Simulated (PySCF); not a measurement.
# Relaxation of singlet Cu(OH)3

Computed with PySCF, PBE0, basis Cu def2-TZVP, O def2-TZVP, H def2-TZVP (no relativity, density fitting). A (50,194) grid was used.

A hand-made T-shaped (heavy-atom frame) start, with no symmetry imposed:

```xyz
7
charge 0 multiplicity 1, angstrom
Cu    0.0065    0.0000   -0.2852
O     0.0065    0.0000    1.4648
O     1.7554    0.0000   -0.2241
O    -1.7424    0.0000   -0.2241
H    -0.7289    0.0000    2.0819
H     2.3721   -0.7354   -0.2026
H    -2.3591    0.7354   -0.2026
```

Optimiser trace:
```tsv
step	E − E(last) (kJ/mol)	largest gradient (Eh/bohr)
0	101.60	0.03484
2	18.26	0.03931
4	9.15	0.01800
6	4.88	0.00815
8	2.98	0.01012
10	2.01	0.00548
12	1.86	0.00588
14	1.56	0.00242
16	1.15	0.00395
18	0.75	0.00385
20	0.43	0.00242
22	0.26	0.00111
24	0.13	0.00098
26	0.05	0.00053
28	0.01	0.00035
30	0.00	0.00025
31	0.00	0.00020
```

It ends at C1 with Cu–O 1.737 Å, Cu–O 1.748 Å, Cu–O 1.768 Å, O–H 0.961 Å (×2), O–H 0.967 Å; Cu–O–H 102.4°, Cu–O–H 114.0°, Cu–O–H 116.1°, O–Cu–O 97.9°, O–Cu–O 99.9°, O–Cu–O 162.1° (after a last refinement on a finer grid). A frequency run shows a minimum.

The relaxation took 120 s on 4 threads of a shared Arm Neoverse V1 host, with 156 basis functions and 32 gradients; the process peaked at 1.2 GiB.
